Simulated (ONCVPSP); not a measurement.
# What one change does to a pseudopotential (N (Z = 7), ONCV)

* Element: N
* Generator: ONCVPSP 4.0.1
* Type: optimised norm-conserving Vanderbilt (ONCV)
* Functional: PBE
* Relativity: scalar-relativistic
* Frozen core: [He]
* Valence charge: 5
* Reference configuration: 2s2 2p2 (charge +1)
* Partial waves: 2s: rc 1.10 bohr, ncon 4, nbas 8, qcut 7.3 1/bohr, 2 projectors, debl 3.5 Ha; 2p: rc 1.45 bohr, ncon 3, nbas 6, qcut 9.2 1/bohr, 1 projector; d scattering state at 0.31 Ha: rc 1.25 bohr, ncon 3, nbas 8, qcut 8.5 1/bohr, 2 projectors, debl 3.6 Ha
* Local potential: polynomial inside 1.00 bohr (lpopt 5, dvloc0 4 Ha)
* Core correction: none

All-electron outer shells of the reference configuration (PBE, scalar-relativistic, ld1.x):

```tsv
shell	level (eV)	outermost node (bohr)	outermost maximum (bohr)
1s	-401.68	–	0.15
2s	-32.46	0.32	0.99
2p	-20.69	–	0.92
```

Change: all radii scaled by about 0.89 (s 0.98, p 1.30, d 1.12 bohr); local potential polynomial inside 0.90 bohr (lpopt 5, dvloc0 4 Ha).

Cutoffs: the cutoffs (Ha) at which the residual kinetic energy of the hardest occupied pseudo-wave falls to 1 and 0.1 mHa per electron; they do not see the model core or the augmentation charge, which bear on the density cutoff. Errors are all-electron minus pseudo energies relative to the spin-unpolarised reference configuration.

Problem. How do hardness, ghosts and transferability respond?

Solution. The potential gets harder (28 Ha and 76 Ha → 30 Ha and 143 Ha); of the 4 tests that both files solve, the error grows in 0 and shrinks in 3 by more than 15 % and 0.3 meV (median size 261.8 → 213.2 meV); neither file shows a bound ghost. A smaller radius makes the pseudo-wave follow the all-electron one further in, where it bends more sharply, so more plane waves are needed. Less of the atom is replaced, so other configurations are described better.

| quantity | base | changed |
| --- | --- | --- |
| cutoff, loose | 28 Ha | 30 Ha |
| cutoff, tight | 76 Ha | 143 Ha |
| loose cutoff by channel | s 24 Ha, p 28 Ha | s 27 Ha, p 30 Ha |
| bound ghosts | none | none |
| GHOST(+) flags under 300 eV | none | none |
| error for 2s2 2p3, meV [ΔE -13.59 eV] | +10 | +8.3 |
| error for 2s2 2p1, meV [ΔE 28.85 eV] | +58 | +45 |
| error for 2s2 2p0, meV [ΔE 75.94 eV] | +465 | +381 |
| error for 2s1 2p0, meV [ΔE 153.75 eV] | +863 | +756 |
